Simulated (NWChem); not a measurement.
Everything below was run with NWChem. System: H2INSi, charge 1, spin multiplicity 2, at the geometry of a parent with another charge or spin, in a state set for the comparison that need not be this species' ground state. Its SCF solution wasn't tested for a lower state. Level: UPBE/def2-TZVP with def2 effective core potentials on I.

Job file:

```
start mol
memory heap 200 mb stack 900 mb global 1100 mb
charge 1
geometry units angstroms nocenter noautoz
  Si     1.176405     1.307315     0.000000
  I     -0.750369    -0.365799     0.000000
  N      2.487482     0.195803     0.000000
  H      2.439377    -0.821613     0.000000
  H      3.448157     0.535921     0.000000
  symmetry group Cs
end
basis spherical
  * library def2-tzvp
end
ecp
  I library def2-ecp
end
dft
  xc xpbe96 cpbe96
  odft
  mult 2
  semidirect memsize 60000000 filesize 0
  iterations 100
end
task dft energy
```

NWChem printed:

```
             Northwest Computational Chemistry Package (NWChem) 7.3.0
             --------------------------------------------------------

                                NWChem Input Module
                                -------------------

 Scaling coordinates for geometry "geometry" by  1.889725989
 (inverse scale =  0.529177249)

 Turning off AUTOSYM since
 SYMMETRY directive was detected!

                             Geometry "geometry" -> ""
                             -------------------------

 Output coordinates in angstroms (scale by  1.889725989 to convert to a.u.)

  No.       Tag          Charge          X              Y              Z
 ---- ---------------- ---------- -------------- -------------- --------------
    1 Si                  14.0000     1.17640500     1.30731500     0.00000000
    2 I                   53.0000    -0.75036900    -0.36579900     0.00000000
    3 N                    7.0000     2.48748200     0.19580300     0.00000000
    4 H                    1.0000     2.43937700    -0.82161300     0.00000000
    5 H                    1.0000     3.44815700     0.53592100     0.00000000

 Effective nuclear repulsion energy (a.u.)     272.6848221674

            Nuclear Dipole moment (a.u.)
            ----------------------------
        X                 Y               Z
 ---------------- ---------------- ----------------
     0.0000396842    -0.0000151178     0.0000000000

      Symmetry information
      --------------------

 Group name             Cs
 Group number              2
 Group order               2
 No. of unique centers     5

      Symmetry unique atoms

     1    2    3    4    5


 Summary of "ao basis" -> "" (spherical)
 ------------------------------------------------------------------------------
       Tag                 Description            Shells   Functions and Types
 ---------------- ------------------------------  ------  ---------------------
 *                         def2-tzvp                  on all atoms

 Summary of "ao basis" -> "ao basis" (spherical)
 ------------------------------------------------------------------------------
       Tag                 Description            Shells   Functions and Types
 ---------------- ------------------------------  ------  ---------------------
 Si                        def2-tzvp                13       37   5s5p2d1f
 I                         def2-tzvp                16       50   6s5p3d2f
 N                         def2-tzvp                11       31   5s3p2d1f
 H                         def2-tzvp                 4        6   3s1p

 Summary of "ao basis" -> "ao basis" (spherical)
 ------------------------------------------------------------------------------
       Tag                 Description            Shells   Functions and Types
 ---------------- ------------------------------  ------  ---------------------
 Si                        def2-tzvp                13       37   5s5p2d1f
 I                         def2-tzvp                16       50   6s5p3d2f
 N                         def2-tzvp                11       31   5s3p2d1f
 H                         def2-tzvp                 4        6   3s1p

      Symmetry analysis of basis
      --------------------------

        a'         89
        a"         41

            General Information
            -------------------
          SCF calculation type: DFT
          Wavefunction type:  spin polarized.
          No. of atoms     :     5
          No. of electrons :    47
[...]
   Bfn.  Coefficient  Atom+Function         Bfn.  Coefficient  Atom+Function
  ----- ------------  ---------------      ----- ------------  ---------------
    54      0.429302  2 I  py                 4     -0.376849  1 Si s
    48     -0.356207  2 I  py                 5     -0.347029  1 Si s
    51      0.295743  2 I  py                16     -0.246679  1 Si py
     3      0.202634  1 Si s                 57      0.173650  2 I  py
    92      0.107333  3 N  s                 13     -0.099757  1 Si py

 Vector   25  Occ=0.000000D+00  E=-3.030210D-01  Symmetry=a"
              MO Center=  1.1D+00,  1.1D+00,  9.5D-14, r^2= 3.1D+00
   Bfn.  Coefficient  Atom+Function         Bfn.  Coefficient  Atom+Function
  ----- ------------  ---------------      ----- ------------  ---------------
    17      0.566786  1 Si pz                20      0.391376  1 Si pz
   101     -0.225582  3 N  pz                95     -0.206135  3 N  pz
    98     -0.176902  3 N  pz                 8     -0.169006  1 Si pz
    55     -0.169530  2 I  pz                14      0.164178  1 Si pz
    49      0.137869  2 I  pz                52     -0.122207  2 I  pz

 Vector   26  Occ=0.000000D+00  E=-2.547886D-01  Symmetry=a'
              MO Center=  7.2D-01,  7.8D-01,  1.1D-15, r^2= 4.8D+00
   Bfn.  Coefficient  Atom+Function         Bfn.  Coefficient  Atom+Function
  ----- ------------  ---------------      ----- ------------  ---------------
    15      0.426230  1 Si px                18      0.404048  1 Si px
    16      0.298835  1 Si py                19      0.265065  1 Si py
    43      0.266208  2 I  s                121      0.244302  4 H  s
    54      0.239653  2 I  py                57      0.233974  2 I  py
    56      0.229282  2 I  px                53      0.211323  2 I  px

   alpha - beta orbital overlaps
   -----------------------------

   alpha      1      2      3      4      5      6      7      8      9     10
    beta      1      2      3      4      5      6      7      8      9     10
 overlap   1.000  1.000  1.000  1.000  0.996  0.996  1.000  1.000  0.965  0.965

   alpha     11     12     13     14     15     16     17     18     19     20
    beta     11     12     13     14     15     16     17     18     19     20
 overlap   0.962  0.956  0.992  0.992  0.994  1.000  1.000  0.998  1.000  0.994

   alpha     21     22     23     24     25     26     27     28     29     30
    beta     21     22     24     23     25     26     27     28     29     30
 overlap   0.998  0.852  0.858  0.999  0.998  0.995  0.996  0.997  0.994  0.991

   alpha     31     32     33     34     35     36     37     38     39     40
    beta     31     32     33     34     35     37     36     39     38     40
 overlap   0.994  0.982  0.992  0.978  0.979  0.983  0.968  0.952  0.998  0.986

   alpha     41     42     43     44     45     46     47     48     49     50
    beta     41     42     43     44     45     46     47     48     49     50
 overlap   0.998  0.996  0.980  0.976  0.957  0.957  0.994  0.996  0.989  0.988

   alpha     51     52     53     54     55     56     57     58     59     60
    beta     51     52     53     54     55     56     57     58     59     60
 overlap   0.945  0.945  0.999  0.995  0.987  0.995  0.972  0.989  0.913  0.937

   alpha     61     62     63     64     65     66     67     68     69     70
    beta     61     62     63     64     65     66     67     68     69     70
 overlap   0.993  0.989  0.998  0.989  0.997  0.988  0.997  0.971  0.960  0.995

   alpha     71     72     73     74     75     76     77     78     79     80
    beta     71     72     73     74     75     76     77     78     79     80
 overlap   0.994  0.996  0.996  0.887  0.888  0.999  0.993  0.990  0.994  0.977

   alpha     81     82     83     84     85     86     87     88     89     90
    beta     81     82     83     84     85     86     87     88     89     91
 overlap   0.996  0.985  0.968  0.999  1.000  0.997  0.999  1.000  0.994  0.994

   alpha     91     92     93     94     95     96     97     98     99    100
    beta     90     92     93     94     95     96     97     98     99    100
 overlap   1.000  1.000  1.000  1.000  1.000  1.000  1.000  1.000  0.987  0.994

   alpha    101    102    103    104    105    106    107    108    109    110
    beta    101    102    103    104    105    106    107    108    109    110
 overlap   0.987  0.993  0.999  1.000  1.000  1.000  1.000  1.000  1.000  1.000

   alpha    111    112    113    114    115    116    117    118    119    120
    beta    111    112    113    114    115    116    117    118    119    120
 overlap   1.000  1.000  1.000  1.000  1.000  1.000  1.000  1.000  1.000  1.000

   alpha    121    122    123    124    125    126    127    128    129    130
    beta    121    122    123    124    125    126    127    128    129    130
 overlap   1.000  1.000  1.000  1.000  1.000  1.000  1.000  1.000  1.000  1.000

     --------------------------
     Expectation value of S2:
     --------------------------
      <S2> =      0.7575 (Exact =     0.7500)

 center of mass
 --------------
 x =  -0.23822750 y =  -0.08173296 z =   0.00000000

 moments of inertia (a.u.)
 ------------------
         235.625844448124        -298.504367398815           0.000000000000
        -298.504367398815         757.346886280252           0.000000000000
           0.000000000000           0.000000000000         992.972730728376

     Multipole analysis of the density
     ---------------------------------

     L   x y z        total         alpha         beta         nuclear
     -   - - -        -----         -----         ----         -------
     0   0 0 0      1.000000    -24.000000    -23.000000     48.000000

     1   1 0 0      2.042591    -19.132339    -18.528880     39.703810
     1   0 1 0      0.781867     -9.967237     -8.606158     19.355261
     1   0 0 1     -0.000000     -0.000000     -0.000000      0.000000

     2   2 0 0    -16.468747   -180.113653   -174.194407    337.839314
     2   1 1 0      4.324758    -56.843007    -51.843077    113.010842
     2   1 0 1     -0.000000     -0.000000     -0.000000      0.000000
     2   0 2 0    -24.388056    -68.091978    -58.081655    101.785577
     2   0 1 1      0.000000      0.000000      0.000000      0.000000
     2   0 0 2    -31.928968    -16.630627    -15.298341      0.000000

 Task  times  cpu:       31.3s     wall:       31.3s

 Total times  cpu:       31.3s     wall:       31.3s
```
